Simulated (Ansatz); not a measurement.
A made-up structure of InH$_{3}$ClO (charge +1), closed shell:

O1  (-0.428, 0.766, 0.763)
In2  (0.752, -0.817, -0.784)
Cl3  (-1.356, -1.636, -1.863)
H4  (-1.506, 0.865, 0.757)
H5  (-0.022, 1.435, 1.509)
H6  (2.559, -0.613, -0.382)
(Å)

It is relaxed with PBE-D4/def2-SVP and then PBE0-D4/def2-TZVP (Ansatz 0.2.0). Atoms count as bonded within 1.22 times the sum of their covalent radii (H–H: 0.88 Å). The end point is not checked to be a true minimum.

Question: Does its bonding change? (Judge from chemistry; the calculation decides.)

Answer: By the calculation: No: no bond forms or breaks.

Where it ends: The first stage lowers the energy by 0.98 eV in 6 steps. It ends as InH₃ClO ([OH2][InH][Cl]), total charge +1:
```
atom    x (Å)    y (Å)    z (Å)
  O1  -0.3820   0.6838   0.6811
 In2   0.6718  -0.7299  -0.6999
 Cl3  -1.2102  -1.4615  -1.6643
  H4  -1.3442   0.7727   0.6758
  H5  -0.0198   1.2810   1.3476
  H6   2.2844  -0.5461  -0.3404
```

Labels in which every atom is bracketed show which atoms are joined, not bond orders.

For scale, one of the runs: PBE0-D4/def2-TZVP relaxation, 136 basis functions, launched by `ansatz run in.yaml --threads 2 --pin off --events-out ev --progress --plain --max-ram 4352MiB`. The run took about 16 s on 2 CPU threads of an Arm Neoverse V2 (shared host).
